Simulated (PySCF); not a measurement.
# Calculated properties of `BNBP` (B2H6NP)

Species: B2H6NP.
Structure used (PBE0-D3(BJ)/def2-SVP), in Å, numbered top down from 1:
```
atom  x, y, z in Å
B1     1.7782   -0.0823   -0.2114
N2     0.5044   -0.0222    0.4093
B3    -0.7001   -0.5865   -0.1010
P4    -2.3466   -0.5665    0.8693
H5     2.7185    0.4582    0.3227
H6     1.8919   -0.6685   -1.2597
H7     0.4518    0.4854    1.2884
H8    -0.6485   -1.1981   -1.1407
H9    -2.2930    0.7491    1.4168
H10   -3.2101   -0.2634   -0.2191
```

Among its groups: three-coordinate boron.

PBE0-D3(BJ)/def2-SVP geometry optimisation, gas phase (PySCF):

```yaml
Rotational_constants_A_B_C: 32.054, 2.348, 2.218 GHz
```

PBE0/def2-SVPD ground state, ΔSCF and vertical TDDFT (core frozen in the response) (PySCF):

```yaml
Dipole_moment: 1.24 D
HOMO_energy: -7.42 eV
LUMO_energy: -1.43 eV
HOMO–LUMO_gap: 5.99 eV
Lowest_singlet_excitation: 5.03 eV (246 nm, f = 0.127)
Strongest_line_among_the_10_lowest_singlet_transitions: S7 at 7.39 eV (168 nm, f = 0.262)
Lowest_triplet_excitation_Tamm–Dancoff: 4.13 eV
Static_isotropic_polarisability: 67.9 au
Vertical_ionisation_energy: 9.54 eV
Electronic_spatial_extent_⟨r²⟩_about_the_centre_of_nuclear_charge: 541 bohr²
```

**KT2/pcSseg-2 ground state and GIAO shieldings, non-relativistic (PySCF)**

```yaml
1H_chemical_shifts_computed_TMS_as_zero_by_class: 7.62 (H7), 6.56 (H8), 5.31 (H5/H6), 2.60 (H9/H10) ppm
Isotropic_shieldings_of_nuclei_other_than_C_and_H_by_class: 38 (B3), 51 (B1), 62 (N2), 527 (P4) ppm
```

Monoisotopic mass (most abundant isotopes): 73.0424 u.

The largest Löwdin shares of the HOMO are 0.62 on P4, 0.15 on B3, 0.06 on H10 and 0.06 on H9. The 10 singlets span 5.03 to 7.83 eV, and their oscillator strengths add up to 0.71. The largest Löwdin shares of the LUMO are 0.28 on B1, 0.28 on B3, 0.14 on N2 and 0.12 on P4. In atomic units the dipole is 0.49 e·bohr (1 au = 2.5417 D). The rotational constants make it an asymmetric top with κ = (2B − A − C)/(A − C) = -0.99, nearer the prolate limit (−1). S1 lies 0.96 eV below the HOMO–LUMO gap; its leading configuration is HOMO→LUMO, weight 0.94. No computed singlet falls in the visible range (750 to 380 nm, 1.65 to 3.26 eV); S1 lies 1.77 eV above its blue end.

One conformer (not necessarily the lowest) at the PBE0-D3(BJ)/def2-SVP geometry, without solvent or vibrations. NMR classes are plain means over equivalent atoms (diastereotopic ones count apart unless rotation or inversion swaps them), as if these changed places fast; in this geometry the members of some classes differ.
